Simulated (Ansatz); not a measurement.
Stepwise reaction of `[SeH][Si]([SeH])([SeH])[SeH]` with hydrogen, as a gas-phase model of exchange steps in deposition or etching. ΔE in kJ/mol.

Program: Ansatz. Geometries: PBE0-D4/def2-TZVP. ΔE: electronic, gas phase. CCSD(T)/CBS adds triple-zeta CCSD(T) − MP2 to the extrapolated MP2 energy (def2 sets, frozen cores). This one scheme is used for every species. DFT in def2-TZVPP. B3LYP here is the variant with VWN-RPA as its local correlation; programs differ in this. For Se outer-core shells are correlated without core-valence functions, which leaves a few kJ/mol of doubt a bond. Scalar relativity is left out up to krypton. Each species was taken in one conformer, which may not be the lowest.

```
step                                                               reaction  PBE-D4  B3LYP-D4  ωB97M-V  CCSD(T)/CBS
   1  `[SeH][Si]([SeH])([SeH])[SeH]` + H₂ → `[SeH][SiH]([SeH])[SeH]` + H₂Se    53.8      47.1     42.8         48.4
   2              `[SeH][SiH]([SeH])[SeH]` + H₂ → `[SeH][SiH2][SeH]` + H₂Se    52.6      46.0     43.7         49.3
   3                         `[SeH][SiH2][SeH]` + H₂ → `[SiH3][SeH]` + H₂Se    52.6      45.2     44.2         49.2
   4                                       `[SiH3][SeH]` + H₂ → SiH₄ + H₂Se    41.5      34.9     35.9         40.3
```

(1) By hand: ΔE of the 4 steps together at CCSD(T)/CBS.

Answers

(1) (48.4) + (49.3) + (49.2) + (40.3) = 187.2 kJ/mol, or 46.8 kJ/mol a step.

In ΔE step 4 is the lowest and step 2 the highest. All are uphill at CCSD(T)/CBS. PBE-D4 differs from CCSD(T)/CBS by 1.2 to 5.4 kJ/mol a step. Isolated molecules leave out the surface, adducts and barriers. Largest T1 diagnostic: 0.011.
